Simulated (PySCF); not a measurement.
Isomers C4H4F4:

A. `F[C@@H]1C[C@H](F)C1(F)F`
B. `FC(=C([C@H](C)F)F)F`
C. `FC/C=C(/F)C(F)F`
D. `FC/C=C\C(F)(F)F`
E. SMILES C/C(F)=C\C(F)(F)F

Spectrum 1. $^{1}$H NMR (300 MHz, computed): δ 5.69 (m, 1H), 2.31 (m, 3H). $^{13}$C{$^{1}$H} NMR (computed): δ 182.0 (C), 133.4 (C), 108.0 (CH), 19.0 (CH3).

Spectrum 2. $^{1}$H NMR (300 MHz, computed): δ 6.40 (m, 1H), 6.39 (m, 1H), 5.92 (m, 2H). $^{13}$C{$^{1}$H} NMR (computed): δ 161.5 (C), 124.8 (CH), 119.3 (CH), 79.8 (CH2).

Spectrum 3. $^{1}$H NMR (300 MHz, computed): δ 5.49 (m, 1H), 1.65 (m, 3H). $^{13}$C{$^{1}$H} NMR (computed): δ 167.9 (C), 141.6 (C), 90.7 (CH), 22.7 (CH3).

Spectrum 4. $^{1}$H NMR (300 MHz, computed): δ 6.95 (m, 1H), 5.96 (m, 1H), 5.88 (m, 2H). $^{13}$C{$^{1}$H} NMR (computed): δ 154.8 (CH), 131.8 (C), 126.4 (CH), 83.8 (CH2).

Spectrum 5. $^{1}$H NMR (300 MHz, computed): δ 4.98 (m, 2H), 2.76 (m, 1H), 2.41 (m, 1H). $^{13}$C{$^{1}$H} NMR (computed): δ 125.5 (C), 90.6 (CH), 33.3 (CH2).

Theoretical values (PySCF 2.14): GFN2-xTB structure, GIAO PBE0/pcSseg-1 shieldings. A single conformation, no solvent, rapidly exchanging positions averaged, relativity neglected.

δ = σ(ref) − σ, references computed at the same level: TMS for $^{1}$H (31.72 ppm), $^{13}$C (186.93 ppm). Splittings of carbon signals by F and P are missing where no couplings were computed. Where no couplings were computed, multiplicities follow the n + 1 count of equivalent neighbours, and m marks all less simple cases (inequivalent or close neighbours, rings, F or P nearby). Shifts are as computed. Against solution values, carbons near 30 ppm lie about +3 ppm off and those near 130 ppm about +5 ppm. Of 1309 compounds with measured shifts, 239 miss one by over three times the rms of a fit or turn the order of signals round; such compounds aren't used in these exercises.

Problem. Which spectrum belongs to which compound?

Solution. 1–E, 2–C, 3–B, 4–D, 5–A.

- Spectrum 1 (E): 4 $^{13}$C signals; δC 133.4 is a CF3 carbon; δC 108.0 is an alkene CH.
- Spectrum 2 (C): 4 $^{13}$C signals; δC 161.5 is a fully substituted alkene carbon; δC 124.8 is an alkene CH.
- Spectrum 3 (B): 4 $^{13}$C signals; δC 141.6 is a fully substituted alkene carbon; δC 90.7 is an allylic sp3 CH bonded to F.
- Spectrum 4 (D): 4 $^{13}$C signals; δC 154.8 is an alkene CH; δC 131.8 is a CF3 carbon.
- Spectrum 5 (A): 3 $^{13}$C signals; δC 125.5 is a fully substituted sp3 carbon bonded to 2 F; δC 90.6 is an sp3 CH bonded to F.
